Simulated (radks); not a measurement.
Mg2+, configuration [He] 2s2 2p5 3d1 (not the ground configuration). Method: scalar-relativistic Kohn-Sham, exchange-only PBE, spin-polarised, spherical densities, point nucleus; open shells are filled with parallel spins first; computed with a radial shooting solver on a logarithmic mesh with Libxc functionals.

Local quantities along the radius. ELF = 1/(1 + alpha^2) is the electron localisation function; alpha = (tau - tau_W)/tau_unif compares the Pauli kinetic energy density with that of the uniform gas (summed over spins); s = |grad rho|/(2 (3 pi^2)^(1/3) rho^(4/3)) is the reduced gradient. tau is taken from the large components.

r (bohr)    ELF     alpha       s
0.008871  1.000  0.007590  0.4162
0.01137   1.000  0.008207  0.4214
0.01457   1.000  0.009092  0.4296
0.01882   1.000   0.01044  0.4421
0.02411   1.000   0.01243  0.4590
0.0309    1.000   0.01556  0.4822
0.0396    1.000   0.02080  0.5141
0.05115   0.999   0.03063  0.5594
0.06555   0.998   0.04966  0.6202
0.08399   0.992   0.09184  0.7036
0.1085    0.960    0.2033  0.8175
0.139     0.796    0.5059  0.9374
0.1782    0.385     1.264  0.9682
0.2283    0.181     2.126  0.7241
0.2949    0.282     1.594  0.3764
0.3779    0.612    0.7965  0.3187
0.4843    0.812    0.4807  0.4326
0.6206    0.863    0.3986  0.6164
0.8017    0.836    0.4433  0.8994
1.027     0.671    0.7006   1.350
1.317     0.194     2.036   2.031
1.687     0.020     7.053   2.118
2.179     0.030     5.728  0.8293
2.793     0.063     3.855  0.8270
3.579     0.069     3.680   1.395
4.623     0.041     4.838   2.463
5.924     0.012     8.992   4.776
7.591     0.001     26.58   11.59
9.728     0.000     146.1   37.26

On this mesh the ELF has minima near r = 0.23, 1.9 bohr, which separate the shells, and maxima near 0.62 (0.86).

Self-consistent cycle (total energy in hartree, residual of the potential): 1: -195.865811, 3e+00; 2: -196.396120, 2e+00; 3: -196.677543, 1e-01; 4: -196.678931, 7e-02; 5: -196.679499, 3e-02; 6: -196.679594, 8e-04; 7: -196.679594, 1e-04; 8: -196.679595, 1e-05; 9: -196.679595, 2e-06; 10: -196.679595, 3e-07; 11: -196.679595, 9e-08; 12: -196.679595, 2e-08; 13: -196.679595, 3e-09; 14: -196.679595, 1e-09.
